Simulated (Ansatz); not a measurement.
`B[SiH2][SiH2][SiH3]` + H–F → `B[SiH2]F` + `[SiH3][SiH3]` at 600 K and 1 bar (cleavage of the Si–Si bond).

Computed with Ansatz on PBE0-D4/def2-TZVP structures; ΔE is electronic, products minus reactants. CBS: MP2 limit from def2 TZ/QZ plus the TZ coupled-cluster correction, frozen cores. This one scheme is used for every species. One conformer a species, not always the lowest.

```csv
species,CCSD(T)/CBS energy (Eh),H − E (kJ/mol),S (J/(mol·K))
`B[SiH2][SiH2][SiH3]`,-897.39286,287.8,520.7
H–F,-100.39570,42.3,194.0
`B[SiH2]F`,-416.08532,146.8,353.7
`[SiH3][SiH3]`,-581.74359,174.5,343.9
```

H − E and S are ideal-gas, rigid-rotor, harmonic terms from PBE0-D4/def2-TZVP, for one conformer and one mirror image of each species. 1 Eh = 2625.50 kJ/mol, R = 8.31446 J/(mol·K).

Question: By hand: ΔE, ΔH, ΔS and ΔG.

Answer: ΔE = (-416.08532) + (-581.74359) − (-897.39286) − (-100.39570) = -0.04035 Eh = -105.9 kJ/mol. Δ(H − E) = 146.8 + 174.5 − 287.8 − 42.3 = -8.8, so ΔH = -114.7 kJ/mol. ΔS = 353.7 + 343.9 − 520.7 − 194.0 = -17.1 J/(mol·K). ΔG = -114.7 − 600 × (-17.1)/1000 = -104.4 kJ/mol.

Question: By hand: the equilibrium constant, and the temperature at which ΔG would vanish if ΔH and ΔS stayed fixed.

Answer: log₁₀ K = −ΔG/(RT ln 10) = 9.1. ΔG = 0 at ΔH/ΔS = 6708 K, far beyond where these terms or the molecules hold.

ΔH outweighs TΔS. A doubt of 5 kJ/mol in ΔE shifts log₁₀ K by 0.4 here. Other conformers and mirror images would add mixing entropy, several J/(mol·K) or more a flexible species. Modes under 60 cm⁻¹, often nearly free rotors, make the harmonic entropy too high. These are equilibria of isolated gas molecules and say nothing of rates. Largest T1 diagnostic: 0.014 (customary marks: 0.02 for closed shells, 0.045 for open ones).
